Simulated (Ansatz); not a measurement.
GaH7Si2 (`[SiH3][SiH2][GaH2]`) at its PBE0-D4/def2-TZVP geometry, where that method's forces vanish. Charge 0, multiplicity 1.

| atom | x (Å) | y (Å) | z (Å) |
| --- | --- | --- | --- |
| Si1 | 0.494 | -0.344 | 1.656 |
| Si2 | -0.917 | 0.389 | -0.063 |
| Ga3 | 0.201 | 0.094 | -2.173 |
| H4 | -0.139 | -0.184 | 2.993 |
| H5 | 1.763 | 0.433 | 1.636 |
| H6 | 0.830 | -1.781 | 1.460 |
| H7 | -2.181 | -0.398 | 0.014 |
| H8 | -1.248 | 1.819 | 0.196 |
| H9 | 0.062 | -1.251 | -2.973 |
| H10 | 1.134 | 1.223 | -2.746 |

(1) For each bond, give half the difference of the two atoms' forces along it (eV/Å; positive pushes the atoms apart) under PBE-D4, r2SCAN-D4, B3LYP-D4, ωB97M-V in def2-TZVPP. (Estimate.)

## Answers

(1) Ansatz gave: 
| bond | length (Å) | PBE-D4 | r2SCAN-D4 | B3LYP-D4 | ωB97M-V |
| --- | --- | --- | --- | --- | --- |
| Si1–Si2 | 2.342 | -0.04 | 0.04 | 0.12 | 0.07 |
| Si1–H4 | 1.488 | 0.10 | -0.01 | -0.08 | -0.11 |
| Si1–H5 | 1.489 | 0.08 | -0.02 | -0.07 | -0.09 |
| Si1–H6 | 1.489 | 0.08 | -0.02 | -0.07 | -0.09 |
| Si2–Ga3 | 2.406 | -0.08 | -0.03 | 0.09 | 0.04 |
| Si2–H7 | 1.491 | 0.10 | 0.00 | -0.09 | -0.10 |
| Si2–H8 | 1.491 | 0.10 | 0.00 | -0.09 | -0.11 |
| Ga3–H9 | 1.572 | 0.06 | -0.07 | -0.02 | -0.08 |
| Ga3–H10 | 1.572 | 0.06 | -0.07 | -0.02 | -0.08 |

B3LYP here is the variant with VWN-RPA as its local correlation; programs differ in this.
